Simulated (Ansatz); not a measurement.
Consider the ligand exchange at the Sn–C bond: `C#[C][SnH]([F])[Cl]` + H₂S → `[F][SnH]([SH])[Cl]` + `C#C`.

Calculated with Ansatz (gas phase, PBE0-D4/def2-TZVP geometries, no zero-point term in ΔE). CBS: MP2 limit from def2 TZ/QZ plus the TZ coupled-cluster correction, frozen cores. This one scheme is used for every species. Functionals use def2-TZVPP. Elements past krypton have def2 core potentials. For Sn outer-core shells are correlated without core-valence functions, which leaves a few kJ/mol of doubt a bond. Each species was taken in one conformer, which may not be the lowest.

```json
{"level": "ωB97M-V", "ΔE (kJ/mol)": "-50.8"}
{"level": "B2PLYP", "ΔE (kJ/mol)": "-49.1"}
```

What does CCSD(T)/CBS give? (An estimate is asked.)

Computed: -48.9 kJ/mol. The listed levels differ from it by -1.9, -0.2 kJ/mol.

Largest T1 diagnostic among the species: 0.013.

At CCSD(T), def2-SVP lies +5.0 kJ/mol from the extrapolated value and def2-TZVPP +8.7 kJ/mol. From BLYP to BHLYP (50 % exact exchange), in def2-TZVPP and without D4, ΔE moves by +4.2 kJ/mol.

CCSD(T)/CBS has its own doubt, a few kJ/mol and more with outer-core shells, so smaller differences from it don't rank the levels.
